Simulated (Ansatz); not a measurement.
`[F][W](=[S])([Cl])([Cl])[Cl]` + CH₃OH → `C[O][W]([F])(=[S])([Cl])[Cl]` + HCl at 298.15 K and 1 bar (ligand exchange at a W–Cl bond).

Calculated with Ansatz (gas phase, PBE0-D4/def2-TZVP geometries, no zero-point term in ΔE). CCSD(T)/CBS adds triple-zeta CCSD(T) − MP2 to the extrapolated MP2 energy (def2 sets, frozen cores). This one scheme is used for every species. Elements past krypton have def2 core potentials. For W outer-core shells are correlated without core-valence functions, which leaves a few kJ/mol of doubt a bond. Each species was taken in one conformer, which may not be the lowest.

```
                       species  CCSD(T)/CBS energy (Eh)  H − E (kJ/mol)  S (J/(mol·K))
`[F][W](=[S])([Cl])([Cl])[Cl]`              -1944.07857            46.1          397.4
                         CH₃OH               -115.61712           146.3          238.2
`C[O][W]([F])(=[S])([Cl])[Cl]`              -1599.32014           157.9          437.5
                           HCl               -460.38127            26.6          186.8
```

H − E and S are ideal-gas, rigid-rotor, harmonic terms from PBE0-D4/def2-TZVP, for one conformer and one mirror image of each species. 1 Eh = 2625.50 kJ/mol, R = 8.31446 J/(mol·K).

Task: By hand: ΔE, ΔH, ΔS and ΔG.

Result: ΔE = (-1599.32014) + (-460.38127) − (-1944.07857) − (-115.61712) = -0.00572 Eh = -15.0 kJ/mol. Δ(H − E) = 157.9 + 26.6 − 46.1 − 146.3 = -7.9, so ΔH = -22.9 kJ/mol. ΔS = 437.5 + 186.8 − 397.4 − 238.2 = -11.3 J/(mol·K). ΔG = -22.9 − 298.15 × (-11.3)/1000 = -19.5 kJ/mol.

Task: By hand: the equilibrium constant, and the temperature at which ΔG would vanish if ΔH and ΔS stayed fixed.

Result: log₁₀ K = −ΔG/(RT ln 10) = 3.4. ΔG = 0 at ΔH/ΔS = 2027 K, though so small a ΔS makes that figure unsure.

The number of gas molecules stays the same, so ΔS is small and ΔH decides. A doubt of 5 kJ/mol in ΔE shifts log₁₀ K by 0.9 here. Other conformers and mirror images would add mixing entropy, several J/(mol·K) or more a flexible species. Modes under 60 cm⁻¹, often nearly free rotors, make the harmonic entropy too high. These are equilibria of isolated gas molecules and say nothing of rates. Largest T1 diagnostic: 0.021 (customary marks: 0.02 for closed shells, 0.045 for open ones).
